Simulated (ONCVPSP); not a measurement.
Ranking ONCV potentials for phosphorus

All share these settings but for the change named:

ONCVPSP 4.0.1 input, shortened (lines: element, Z, core and valence counts, functional; n l f; lmax; l rc ep ncon nbas qcut; lloc lpopt rc5 dvloc0; l nproj debl; icmod fcfact rcfact), PBE, scalar-relativistic:

```
  P 15.00    1    4        4      upf
    1    0    2.00
    2    0    2.00
    2    1    6.00
    3    0    2.00
    3    1    3.00
    2
    0    0.95    0.00    5    8    9.80
    1    0.85    0.00    4    7   12.70
    2    0.90    0.22    3    7    9.30
    4    5    0.80    3.00
    0    2    1.60
    1    2    3.80
    2    2    2.60
    3    3.00    1.30
```

Cutoff: the first of the cutoffs (Ha) at which the residual kinetic energy of the hardest occupied pseudo-wave falls to 1 and 0.1 mHa per electron; the density cutoff is not measured.

The base gives 166 Ha.

Of 6 variants that were run, those that failed, showed a ghost or another fault, or gave nearly equal values are left out.

A variant can come out equal or close to the base.

(1) Rank these variants from softest to hardest (loose cutoff).
A. local potential polynomial inside 0.80 bohr (lpopt 5, dvloc0 6.5 Ha)
B. p: rc 1.22
C. s: qcut 10.1; p: qcut 13.1; d: qcut 9.6

## Answers

(1) B (61 Ha), C (120 Ha), A (166 Ha).
